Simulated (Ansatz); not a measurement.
Al(OPMe3)F3 (C₃H₉AlF₃OP), relaxed as a singlet with RKS PBE-D4/def2-SVP in Ansatz, starting from the GFN2-xTB geometry. Force threshold 0.02 eV/Å.

Start:

```xyz
18

Al   -2.202   -0.482    1.369
O    -0.410   -0.233    1.215
P     0.425    0.055   -0.010
C     0.322   -1.324   -1.183
C     2.147    0.261    0.535
C    -0.142    1.575   -0.819
H     0.946   -1.155   -2.055
H    -0.720   -1.426   -1.479
H     0.628   -2.235   -0.672
H     2.472   -0.653    1.027
H     2.796    0.475   -0.308
H     2.192    1.078    1.252
H    -1.186    1.430   -1.091
H    -0.081    2.392   -0.103
H     0.449    1.804   -1.701
F    -2.298   -1.991    2.032
F    -2.664   -0.419   -0.240
F    -2.674    0.847    2.231
```

Q: Estimate the energy that the relaxation releases and the steps that it takes.

A: 25.3 kJ/mol, in 7 steps; 32 s on 4 threads of Intel Xeon on a shared host. No frequencies were taken in this run, so the end may be a saddle point.

Q: Does the start keep its bonding and symmetry?

A: By distances, no bond broke or formed. The bond that changes most is O2–P3, from 1.51 to 1.56 Å (atoms count from 1).

Q: Predict the relaxed structure.

A: 
```xyz
18

Al   -2.1919   -0.4794    1.3638
O    -0.3517   -0.2307    1.3459
P     0.4436    0.0551    0.0304
C     0.3088   -1.3203   -1.1398
C     2.1836    0.2731    0.4834
C    -0.1422    1.5594   -0.7904
H     0.8893   -1.1268   -2.0628
H    -0.7727   -1.4125   -1.3657
H     0.6664   -2.2477   -0.6517
H     2.5418   -0.6488    0.9815
H     2.8033    0.4795   -0.4110
H     2.2644    1.1162    1.1967
H    -1.2063    1.3696   -1.0368
H    -0.0715    2.4087   -0.0833
H     0.4417    1.7754   -1.7062
F    -2.4812   -2.0241    1.9623
F    -2.4697   -0.3563   -0.3331
F    -2.8559    0.8096    2.2169
```
Bond lengths: 3 × C–P 1.81 Å; 3 × Al–F 1.68 to 1.72 Å; 1 × Al–O 1.86 Å; 1 × O–P 1.56 Å; 9 × C–H 1.11 Å.
